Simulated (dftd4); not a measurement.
C₆H₅O, doublet, geometry from GFN2-xTB; D4 for revpbe run with dftd4 4.2.0.

Input for dftd4:
```
$ dftd4 mol.xyz --func revpbe --charge 0 --json dftd4.json --noedisp --grad

# file mol.xyz
12

O     -2.26745109     0.04900751    -0.04407530
C     -0.90878131     0.00479194    -0.01862883
C     -0.28778686    -1.24945281    -0.08708222
C      1.07058195    -1.27637353    -0.06051965
C      1.88638811    -0.18568950     0.02726349
C      1.25874993     1.05531763     0.09471935
C     -0.12137824     1.14673295     0.07188874
H     -2.56875278     0.96399006     0.00902401
H     -0.89964724    -2.13451201    -0.15727072
H      2.96166543    -0.26373796     0.04460819
H      1.85681909     1.95241617     0.16540174
H     -0.59711732     2.11782365     0.12499382
```

Output, abridged:

```
                    ____  _____ _____     ____  _  _
      -------------|  _ \|  ___|_   _|---|  _ \| || |------------
     |             | | | | |_    | | ___ | | | | || |_           |
     |             | |_| |  _|   | ||___|| |_| |__   _|          |
     |             |____/|_|     |_|     |____/   |_|            |
     |             ===================================           |
     |            E. Caldeweyher, S. Ehlert & S. Grimme          |
     |          Mulliken Center for Theoretical Chemistry        |
     |                    University of Bonn                     |
      -----------------------------------------------------------

Rational (Becke-Johnson) damping: revpbe-D4-ATM
---------------------
  s6         1.0000
  s8         1.7468
  s9         1.0000
  a1         0.5363
  a2         3.0726
 alp        16.0000
--------------------

Dispersion energy:      -3.8604052585569E-02 Eh

Gradient norm:           3.6793915526346E-03 Eh/a0
--------------------------------------------------
     #    Z           dE/dx      dE/dy      dE/dz
--------------------------------------------------
     1    8 O    -1.562E-03  1.987E-04 -1.967E-05
     2    6 C    -1.028E-03 -6.124E-05 -2.539E-05
     3    6 C    -3.326E-04 -1.319E-03 -9.250E-05
     4    6 C     6.953E-04 -1.138E-03 -5.938E-05
     5    6 C     1.351E-03 -1.936E-04  1.560E-05
     6    6 C     9.158E-04  9.756E-04  8.240E-05
     7    6 C    -1.686E-04  1.232E-03  7.647E-05
     8    1 H    -3.533E-04 -4.428E-05 -1.024E-05
     9    1 H    -1.311E-04 -4.944E-04 -3.482E-05
    10    1 H     4.334E-04 -1.080E-04  2.025E-06
    11    1 H     2.772E-04  3.994E-04  3.169E-05
    12    1 H    -9.697E-05  5.522E-04  3.382E-05
--------------------------------------------------

Virial:
--------------------------------------------------
      component           x          y          z
--------------------------------------------------
          x       2.253E-02  2.451E-04  4.854E-04
          y       2.451E-04  1.621E-02  1.057E-03
          z       4.854E-04  1.057E-03  7.872E-05
--------------------------------------------------

[Info] Dispersion results written to 'dftd4.txt'
[Info] JSON dump of results written to 'dftd4.json'
```
